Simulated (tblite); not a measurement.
Compound: C₅H₇OS₂ (doublet state).
Atom-mapped SMILES: `[CH3:1][O:2][C:3]1[CH2:4][CH:5]=[C:6]([SH:7])[S:8]1` (hydrogens: H9, H10, H11 on C1; H12, H13 on C4; H14 on C5; H15 on S7)

Computed geometry: GFN2-xTB, gas phase. This method treats the open shell by occupation alone, without spin polarisation.

(1) List the bond lengths, angles and torsions at this level.

Results:

(1) 
```json
{"bond": "C1–O2", "length (Å)": "1.407"}
{"bond": "O2–C3", "length (Å)": "1.360"}
{"bond": "C3–C4", "length (Å)": "1.499"}
{"bond": "C4–C5", "length (Å)": "1.490"}
{"bond": "C5=C6", "length (Å)": "1.333"}
{"bond": "C6–S7", "length (Å)": "1.759"}
{"bond": "C6–S8", "length (Å)": "1.760"}
{"bond": "C3–S8", "length (Å)": "1.762"}
{"bond": "C1–H9, C1–H10, C1–H11", "length (Å)": "1.093"}
{"bond": "C4–H12, C4–H13", "length (Å)": "1.099"}
{"bond": "C5–H14", "length (Å)": "1.076"}
{"bond": "S7–H15", "length (Å)": "1.331"}
```

Bonds in one row agree within 0.01 Å and their mean is given. A selection of angles:
```json
{"angle": "O2–C1–H9", "degrees": "110.6"}
{"angle": "O2–C1–H10", "degrees": "106.5"}
{"angle": "H9–C1–H10", "degrees": "109.8"}
{"angle": "C1–O2–C3", "degrees": "115.8"}
{"angle": "O2–C3–C4", "degrees": "117.2"}
{"angle": "O2–C3–S8", "degrees": "120.9"}
{"angle": "C4–C3–S8", "degrees": "112.0"}
{"angle": "C3–C4–C5", "degrees": "106.2"}
{"angle": "C3–C4–H12", "degrees": "111.7"}
{"angle": "C3–C4–H13", "degrees": "109.9"}
{"angle": "C5–C4–H12", "degrees": "111.3"}
{"angle": "H12–C4–H13", "degrees": "106.3"}
{"angle": "C4–C5–C6", "degrees": "115.2"}
{"angle": "C4–C5–H14", "degrees": "121.6"}
{"angle": "C6–C5–H14", "degrees": "123.2"}
{"angle": "C5–C6–S7", "degrees": "126.2"}
{"angle": "C5–C6–S8", "degrees": "114.4"}
{"angle": "S7–C6–S8", "degrees": "119.4"}
{"angle": "C6–S7–H15", "degrees": "95.4"}
{"angle": "C3–S8–C6", "degrees": "90.2"}
```

Torsions: C1–O2–C3–C4 175° (antiperiplanar); O2–C3–C4–C5 160° (antiperiplanar); C3–C4–C5–C6 -9° (synperiplanar); C4–C5–C6–S7 -179° (antiperiplanar); C5–C6–S8–C3 8° (synperiplanar); O2–C3–S8–C6 -158° (antiperiplanar); H15–S7–C6–C5 -177° (antiperiplanar). The mirror-image conformer, all signs reversed, is as good.

The C–O distances run from 1.360 Å (O2–C3, drawn single) to 1.407 Å (C1–O2, drawn single), a spread of 0.047 Å. All 3 C–S bonds measure 1.759 to 1.762 Å. C6 (carbon bonded to C and 2 S) is planar (angles 126.2°, 119.4° and 114.4°, sum 360.0°, 0.01 Å off the plane of its three neighbours). The 3 C–C bonds span 1.333 Å (C5=C6, drawn double) to 1.499 Å (C3–C4, drawn single), a spread of 0.166 Å. O2 (oxygen bonded to 2 C) is bent (angle 115.8°). C5 (carbon bonded to 2 C and H) is planar (angles 123.2°, 121.6° and 115.2°, sum 360.0°, 0.00 Å off the plane of its three neighbours). C3 (carbon bonded to C, O and S) has angles 120.9°, 117.2° and 112.0°, sum 350.1°, 0.28 Å off the plane of its three neighbours.

Point group: C1 (no symmetry element, even within 0.4 Å). Its GFN2-xTB frequencies are all real (lowest 56 cm⁻¹). Torsions: C1–O2–C3–C4 175°, C5–C6–S7–H -177°, O2–C3–C4–C5 160°, C3–C4–C5–C6 -9°, C5–C6–S8–C3 8°, O2–C3–S8–C6 -158°.
